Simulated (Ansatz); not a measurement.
Ideal-gas functions of C₂H₄Br₂, SMILES `CC(Br)Br` at 400 K and 1 bar, from an Ansatz frequency run at PBE0-D4/def2-TZVP.

Molar mass 187.86 g/mol, point group Cs (symmetry number 1), electronic degeneracy 1, moments of inertia 95.591, 416.411, 497.978 u Å². Harmonic wavenumbers (cm⁻¹, unscaled): 170, 259, 285, 343, 559, 629, 980, 1060, 1102, 1196, 1284, 1405, 1469, 1476, 3059, 3138, 3150, 3175.

Use S(trans) = R[1.5 ln M + 2.5 ln T − 1.1517]; rotational temperatures θ = 24.2544 K / I; S(rot) = R[ln(√π/σ · √(T³/θAθBθC)) + 1.5]; for each mode x = 1.438777 ν̃/T, S = R[x/(eˣ − 1) − ln(1 − e⁻ˣ)] and H = RT x/(eˣ − 1); 1 cm⁻¹ = 0.0119627 kJ/mol; R = 8.31446 J/(mol·K).

Q: By hand: the entropy, in J/(mol·K).

A: Translation 180.3. Rotation: θ = 0.2537, 0.0582, 0.0487 K, giving 122.0. Vibration, mode by mode: 12.53, 9.20, 8.46, 7.08, 3.78, 3.10, 1.14, 0.90, 0.80, 0.60, 0.47, 0.32, 0.27, 0.26, 0.00, 0.00, 0.00, 0.00, in all 48.9. Electronic 0.0. Sum 351.2 J/(mol·K).

Q: By hand: H − E and G − E in kJ/mol, counted from the electronic energy.

A: Zero-point energy ½ × 24739 × 0.0119627 = 148.0; thermal vibration 11.5; translation, rotation and pV give 4 RT = 13.3. H − E = 172.8 kJ/mol, and G − E = 172.8 − 400 × 351.2/1000 = 32.3 kJ/mol.

Vibration gives 14 % of the entropy.
